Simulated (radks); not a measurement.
Problem. Valence configurations of the rhodium ion Rh+ (all share [Kr]). All-electron calculation, scalar-relativistic Kohn-Sham, LDA (Slater exchange, Perdew-Wang correlation), spin-polarised, spherical densities, finite nucleus; open shells are filled with parallel spins first (spin-orbit coupling, left out, can overturn this in heavy ions); Fermi nuclear charge, rms radius 4.4945 fm. Program: a radial shooting solver on a logarithmic mesh with Libxc functionals. Order these by energy: 4d5.5 5s0.5 5p2; 4d7.5 5p0.5; 4d6.5 5s0.5 5p1; 4d7 5p1; 4d7.5 5s0.5; 4d6 5s2; 4d5 5s1 5p2; 4d6 5p2; 4d8; 4d7 5s1.

Solution. From the lowest, in eV above it: 4d8 0.000; 4d7.5 5s0.5 0.990; 4d7 5s1 2.152; 4d7.5 5p0.5 3.528; 4d6 5s2 6.863; 4d7 5p1 7.489; 4d6.5 5s0.5 5p1 9.109; 4d6 5p2 16.902; 4d5.5 5s0.5 5p2 19.253; 4d5 5s1 5p2 21.855. NIST lists [Kr] 4d8 as the ground configuration; this level of theory agrees among the configurations tried. The energies are those of spherical high-spin densities, not of single terms.
